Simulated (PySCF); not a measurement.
C5H5FNO2 (doublet state).
Structure used (GFN2-xTB), in Å, numbered top down from 1:
```
atom  x, y, z in Å
C1     2.718   -0.295    0.279
O2     1.555   -0.336    0.958
C3     0.384   -0.110    0.371
C4    -0.028    0.191   -0.883
F5     0.738    0.360   -1.981
C6    -1.512    0.322   -0.929
C7    -1.910    0.052    0.516
O8    -3.013    0.043    0.997
N9    -0.747   -0.190    1.193
H10    3.581   -0.486    0.881
H11    2.759   -0.060   -0.764
H12   -1.985   -0.401   -1.598
H13   -1.847    1.315   -1.241
H14   -0.694   -0.405    2.176
```

The hyperfine couplings belong to this conformer and change with its torsions.

The species is `[CH2]OC1=C(F)CC(=O)N1` [radical].

Computed, not measured: PySCF 2.14.0, UKS B3LYP, pcH-1 on C F H N O, non-relativistic, mean-field spin-orbit, GIAO. One conformer (not necessarily the lowest) at the GFN2-xTB geometry, without solvent, vibrations or thermal averaging. The geometry wasn't refined by DFT: couplings that depend on bond lengths, twists or pyramidal angles can differ widely from those at the functional's own minimum. The SCF solution wasn't tested for stability.

Task: Match the computed a_iso(13C) values +84.6, +10.8, -10.4, -3.9 MHz with the sites C1; C3; C4; C6.

Result: 
```
site  a_iso (MHz)  ρ(0) (bohr⁻³)                 position  distance from C1 (Å)  spin population  largest |T| (MHz)
  C1        +84.6        +0.0753  largest spin population                  0.00            +0.96              156.8
  C3        -10.4        -0.0092          2 bonds from C1                  2.34            -0.05                8.3
  C4        +10.8        +0.0096          3 bonds from C1                  3.02            +0.10               17.2
  C6         -3.9        -0.0035          4 bonds from C1                  4.44            -0.01                0.5
```

ρ(0) is the spin density at the nucleus and T the dipolar tensor; entries for several nuclei are means. Largest spin populations (Mulliken): C1 (+0.96), C4 (+0.10) and O2 (+0.07). C1 is the only atom above +0.15. The angles at C1 add up to 360.0°, so it is planar; its axial dipolar tensor and the negative couplings of its protons fit spin in a p orbital normal to that plane.

Means are taken over nuclei equivalent by connectivity, which assumes that they swap fast. H10 and H11 aren't averaged: C1 is flat or nearly so (angle sum 360°), and its turn about the short C1–O2 bond (1.35 Å) is taken as slow.

The run took 70 s (with the writing of density and orbital grids) on one thread of an Arm Neoverse V2, shared host with 32 logical CPUs at a one-minute load of 44, and the process peaked at 1.0 GiB of memory.
